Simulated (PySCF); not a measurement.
Does the structure fit the spectrum?

A compound C₅H₁₁NO gives the data below (simulated from a calculation) and was assigned the structure `CC(C)(C)NC=O`.

¹³C{¹H} NMR (computed): δ 167.2 (C), 41.3 (CH), 25.9 (CH3, 2C), 24.6 (CH3).

¹H NMR (500 MHz, computed): δ 4.53 (m, 1H), 4.09 (br, 1H), 1.85 (s, 3H), 1.07 (d, 6H).

PySCF calculation with GIAO PBE0/pcSseg-1 shieldings and structure optimised with GFN2-xTB; non-relativistic Hamiltonian, isolated molecule, equivalent nuclei averaged, single conformer.

Scale: ¹H, ¹³C vs TMS (reference shieldings calculated alike).

(1) Compare with the shifts computed for the proposed structure, pairing carbons in order of shift.

(2) Which isomer fits?

Results:

(1) Numbering as in the mapped SMILES `[CH3:1][C:2]([CH3:3])([CH3:4])[NH:5][CH:6]=[O:7]` (H(Xn): hydrogen on atom n).

```json
{"atom": "C6", "computed for proposal": "161.4", "given list": "167.2", "difference": "-5.8"}
{"atom": "C2", "computed for proposal": "52.0", "given list": "41.3", "difference": "+10.7"}
{"atom": "C1", "computed for proposal": "29.4", "given list": "25.9", "difference": "+3.5"}
{"atom": "C3", "computed for proposal": "29.4", "given list": "25.9", "difference": "+3.5"}
{"atom": "C4", "computed for proposal": "29.4", "given list": "24.6", "difference": "+4.8"}
```

The rms difference is 6.3 ppm and the largest +10.7 ppm at C2 (fully substituted sp3 carbon bonded to N). The proposal also would give 3 carbon signals, not 4. The carbon types in order of shift don't match either: CH, C, CH3, CH3, CH3 for the proposal against C, CH, CH3, CH3, CH3 in the data. The proposal doesn't fit.

(2) SMILES CC(NC(C)=O)C.

1. Carbon types of the structure: 1 × C, 1 × CH, 3 × CH3, leaving 1 H on heteroatoms.
2. δC 167.2: amide carbonyl carbon; it is a carbonyl in resonance with an O or N lone pair, the region of acids, esters and amides.
3. δH 4.53: hydrogen on an sp3 CH bonded to N; its carbon carries N, hence the downfield position.
4. δH 4.09: hydrogen on an amide-type nitrogen; labile proton, position sensitive to the medium.
5. δH 1.85: hydrogen on a methyl carbon α to a carbonyl; α to C=O.

Other isomers checked: CC(C)(C)C(N)=O (rms 6.5 ppm).

The shifts were computed for this structure.

OH/NH shifts are gas-phase values; hydrogen bonding in solution moves them, usually downfield. Amide-type NH protons are broadened by 14N but still split neighbouring CH signals. Shifts are as computed. Against solution values, carbons near 30 ppm lie about +3 ppm off and those near 130 ppm about +5 ppm. Of 1211 compounds with measured shifts, 218 miss one by over three times the rms of a fit or turn the order of signals round; such compounds aren't used in these exercises. Hydrogen bonding in solution deshields acid and N–H amide carbonyl carbons by as much as 10 ppm beyond these values. No couplings were computed; multiplicities are counted from neighbouring protons, with m where these are inequivalent, close in shift, in a saturated or five-membered ring or joined by F or P, and br s for small geminal =CH2 splittings.
